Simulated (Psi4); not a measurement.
C5H9O3, doublet, geometry from GFN2-xTB; B3LYP/6-31G (Psi4).

Psi4 was given this input:
```
memory 2 GB

molecule mol {
0 2
C     3.414593   -0.609947   -0.310034
O     2.457916    0.314918    0.143536
C     1.137628   -0.123445   -0.061754
C     0.224546    0.917613    0.454378
O    -1.117704    0.872543    0.437856
C    -1.845700   -0.149177   -0.061232
C    -3.314333    0.155219    0.066355
O    -1.372849   -1.152748   -0.547174
H     4.388883   -0.172622   -0.103185
H     3.315515   -0.790522   -1.387380
H     3.323989   -1.568000    0.216270
H     0.965519   -1.090683    0.449144
H     0.954134   -0.314796   -1.136809
H     0.622736    1.811374    0.897271
H    -3.883870   -0.761128   -0.053120
H    -3.521276    0.609633    1.031148
H    -3.604926    0.857457   -0.713359
}

set {
  basis 6-31g
  reference uks
  d_convergence 1e-10
}

energy('b3lyp')
print_variables()
```

Q: Predict the main parts of the log of this Psi4 run.

A: 
```
   => Loading Basis Set <=

    Name: 6-31G
    Role: ORBITAL
    Keyword: BASIS

         ---------------------------------------------------------
                                   SCF
               by Justin Turney, Rob Parrish, Andy Simmonett
                          and Daniel G. A. Smith
                              UKS Reference
         ---------------------------------------------------------

  ==> Geometry <==

    Molecular point group: c1
    Full point group: C1

    Geometry (in Angstrom), charge = 0, multiplicity = 2:

       Center              X                  Y                   Z               Mass
    ------------   -----------------  -----------------  -----------------  -----------------
         C            3.436296240067    -0.621975469267    -0.316813622053    12.000000000000
         O            2.479619240067     0.302889530733     0.136756377947    15.994914619570
         C            1.159331240067    -0.135473469267    -0.068533622053    12.000000000000
         C            0.246249240067     0.905584530733     0.447598377947    12.000000000000
         O           -1.096000759933     0.860514530733     0.431076377947    15.994914619570
         C           -1.823996759933    -0.161205469267    -0.068011622053    12.000000000000
         C           -3.292629759933     0.143190530733     0.059575377947    12.000000000000
         O           -1.351145759933    -1.164776469267    -0.553953622053    15.994914619570
         H            4.410586240067    -0.184650469267    -0.109964622053     1.007825032230
         H            3.337218240067    -0.802550469267    -1.394159622053     1.007825032230
         H            3.345692240067    -1.580028469267     0.209490377947     1.007825032230
         H            0.987222240067    -1.102711469267     0.442364377947     1.007825032230
         H            0.975837240067    -0.326824469267    -1.143588622053     1.007825032230
         H            0.644439240067     1.799345530733     0.890491377947     1.007825032230
         H           -3.862166759933    -0.773156469267    -0.059899622053     1.007825032230
         H           -3.499572759933     0.597604530733     1.024368377947     1.007825032230
         H           -3.583222759933     0.845428530733    -0.720138622053     1.007825032230

  Running in c1 symmetry.

  Rotational constants: A =      0.21920  B =      0.02981  C =      0.02663 [cm^-1]
  Rotational constants: A =   6571.41024  B =    893.58173  C =    798.40653 [MHz]
  Nuclear repulsion =  378.543556328453178

  Charge       = 0
  Multiplicity = 2
  Electrons    = 63
  Nalpha       = 32
  Nbeta        = 31

  ==> Algorithm <==

  SCF Algorithm Type is DF.
  DIIS enabled.
  MOM disabled.
  Fractional occupation disabled.
  Guess Type is SAD.
  Energy threshold   = 1.00e-06
  Density threshold  = 1.00e-10
  Integral threshold = 1.00e-12

  ==> Primary Basis <==

  Basis Set: 6-31G
    Blend: 6-31G
    Number of shells: 58
    Number of basis functions: 90
    Number of Cartesian functions: 90
    Spherical Harmonics?: false
    Max angular momentum: 1

  ==> DFT Potential <==

   => LibXC <=

    Version 7.1.2
    S. Lehtola, C. Steigemann, M. J. T. Oliveira, and M. A. L. Marques,  SoftwareX 7, 1–5 (2018) (10.1016/j.softx.2017.11.002)

   => Composite Functional: B3LYP <=

    B3LYP Hyb-GGA Exchange-Correlation Functional

    P. J. Stephens, F. J. Devlin, C. F. Chabalowski, and M. J. Frisch,  J. Phys. Chem. 98, 11623 (1994) (10.1021/j100096a001)

    Deriv               =              1
    GGA                 =           TRUE
    Meta                =          FALSE

    Exchange Hybrid     =           TRUE
    MP2 Hybrid          =          FALSE

   => Exchange Functionals <=

    0.0800   Slater exchange
    0.7200         Becke 88

   => Exact (HF) Exchange <=

    0.2000               HF

   => Correlation Functionals <=

    0.1900   Vosko, Wilk & Nusair (VWN5_RPA)
    0.8100   Lee, Yang & Parr

   => LibXC Density Thresholds  <==

    XC_HYB_GGA_XC_B3LYP:  1.00E-15

   => Molecular Quadrature <=

    Radial Scheme          =       TREUTLER
    Pruning Scheme         =           NONE
    Nuclear Scheme         =       TREUTLER

    Blocking Scheme        =         OCTREE
    BS radius alpha        =              1
    Pruning alpha          =              1
    Radial Points          =             75
    Spherical Points       =            302
    Total Points           =         359019
    Total Blocks           =           2703
    Max Points             =            256
    Max Functions          =             85
    Weights Tolerance      =       1.00E-15

   => Loading Basis Set <=

    Name: (6-31G AUX)
    Role: JKFIT
    Keyword: DF_BASIS_SCF

  ==> Integral Setup <==

  SCF_SUBTYPE=INCORE selected. In-core MEM_DF algorithm will be used.
  Using in-core AOs.

  ==> MemDFJK: Density-Fitted J/K Matrices <==

    J tasked:                   Yes
    K tasked:                   Yes
    wK tasked:                   No
    Algorithm:                 Core
    Schwarz Cutoff:           1E-12
    Mask sparsity (%):       7.4568
    Fitting Condition:        1E-10

   => Auxiliary Basis Set <=

  Basis Set: (6-31G AUX)
    Blend: CC-PVDZ-JKFIT
    Number of shells: 273
    Number of basis functions: 873
    Number of Cartesian functions: 873
    Spherical Harmonics?: false
    Max angular momentum: 3

  Minimum eigenvalue in the overlap matrix is 5.8895860687E-03.
  Reciprocal condition number of the overlap matrix is 1.1915878545E-03.
    Using symmetric orthogonalization.

  ==> Pre-Iterations <==

  SCF Guess: Superposition of Atomic Densities via on-the-fly atomic UHF (no occupation information).

   -------------------------
    Irrep   Nso     Nmo
   -------------------------
     A         90      90
   -------------------------
    Total      90      90
   -------------------------

  ==> Iterations <==

                           Total Energy        Delta E     RMS |[F,P]|

   @DF-UKS iter SAD:  -420.75307254123919   -4.20753e+02   0.00000e+00
   @DF-UKS iter   1:  -421.00443895305722   -2.51366e-01   1.02621e-02 ADIIS/DIIS
   @DF-UKS iter   2:  -420.66512093197275    3.39318e-01   1.45152e-02 ADIIS/DIIS
   @DF-UKS iter   3:  -421.34317927157230   -6.78058e-01   4.19946e-03 ADIIS/DIIS
   @DF-UKS iter   4:  -421.40196625692704   -5.87870e-02   1.07188e-03 ADIIS/DIIS
   @DF-UKS iter   5:  -421.40506901976141   -3.10276e-03   3.98512e-04 ADIIS/DIIS
   @DF-UKS iter   6:  -421.40560358182847   -5.34562e-04   8.06236e-05 DIIS
   @DF-UKS iter   7:  -421.40563107021057   -2.74884e-05   2.41431e-05 DIIS
   @DF-UKS iter   8:  -421.40563583305408   -4.76284e-06   6.31866e-06 DIIS
   @DF-UKS iter   9:  -421.40563631008820   -4.77034e-07   4.37159e-06 DIIS
   @DF-UKS iter  10:  -421.40563641866476   -1.08577e-07   1.45558e-06 DIIS
   @DF-UKS iter  11:  -421.40563644092992   -2.22652e-08   8.26850e-07 DIIS
   @DF-UKS iter  12:  -421.40563644630748   -5.37756e-09   3.37904e-07 DIIS
   @DF-UKS iter  13:  -421.40563644724773   -9.40247e-10   1.22266e-07 DIIS
   @DF-UKS iter  14:  -421.40563644735875   -1.11015e-10   4.01702e-08 DIIS
   @DF-UKS iter  15:  -421.40563644736466   -5.91172e-12   2.32136e-08 DIIS
   @DF-UKS iter  16:  -421.40563644736835   -3.69482e-12   9.90056e-09 DIIS
   @DF-UKS iter  17:  -421.40563644736795    3.97904e-13   3.87823e-09 DIIS
   @DF-UKS iter  18:  -421.40563644736864   -6.82121e-13   1.13750e-09 DIIS
   @DF-UKS iter  19:  -421.40563644736795    6.82121e-13   7.54182e-10 DIIS
   @DF-UKS iter  20:  -421.40563644736841   -4.54747e-13   2.58190e-10 DIIS
   @DF-UKS iter  21:  -421.40563644736778    6.25278e-13   1.89210e-10 DIIS
   @DF-UKS iter  22:  -421.40563644736801   -2.27374e-13   3.64626e-11 DIIS
  Energy and wave function converged.

  ==> Post-Iterations <==

   Electrons on quadrature grid:
      Nalpha   =   32.0000041657 ; deviation = 4.166e-06
      Nbeta    =   30.9999946393 ; deviation = -5.361e-06
      Ntotal   =   62.9999988050 ; deviation = -1.195e-06

   @Spin Contamination Metric:   4.530673153E-03
   @S^2 Expected:                7.500000000E-01
   @S^2 Observed:                7.545306732E-01
   @S   Expected:                5.000000000E-01
   @S   Observed:                5.000000000E-01

    Orbital Energies [Eh]
    ---------------------

    Alpha Occupied:

[...]
    Alpha Virtual:

[...]
      90A      1.974581

    Beta Occupied:

[...]
      31A     -0.254706

    Beta Virtual:

[...]
    Final Occupation by Irrep:
              A
    DOCC [    31 ]
    SOCC [     1 ]
    NA   [    32 ]
    NB   [    31 ]

  @DF-UKS Final Energy:  -421.40563644736801

   => Energetics <=

    Nuclear Repulsion Energy =            378.5435563284531781
    One-Electron Energy =               -1323.7984611709566707
    Two-Electron Energy =                 569.4105943148575761
    DFT Exchange-Correlation Energy =     -45.5613259197220088
    Empirical Dispersion Energy =           0.0000000000000000
    VV10 Nonlocal Energy =                  0.0000000000000000
    Total Energy =                       -421.4056364473678968

  UHF NO Occupations:
  HONO-2 :   30  A 1.9991377
  HONO-1 :   31  A 1.9990993
  HONO-0 :   32  A 1.0000000
  LUNO+0 :   33  A 0.0009007
  LUNO+1 :   34  A 0.0008623
  LUNO+2 :   35  A 0.0002199
  LUNO+3 :   36  A 0.0001001

Computation Completed

Properties will be evaluated at   0.000000,   0.000000,   0.000000 [a0]

Properties computed using the SCF density matrix

 Multipole Moments:

 ------------------------------------------------------------------------------------
     Multipole            Electronic (a.u.)      Nuclear  (a.u.)        Total (a.u.)
 ------------------------------------------------------------------------------------

 L = 1.  Multiply by 2.5417464519 to convert [e a0] to [Debye]
 Dipole X            :         -2.8468820            2.5838530           -0.2630290
 Dipole Y            :          1.5136214           -1.4320317            0.0815897
 Dipole Z            :          0.8131416           -0.8071288            0.0060128
 Magnitude           :                                                    0.2754583

 ------------------------------------------------------------------------------------

  Variable Map:
  ----------------------------------------------------------------------------
[...]
  Array Variable Map:
  ----------------------------------------------------------------------------
[...]
[...]
```
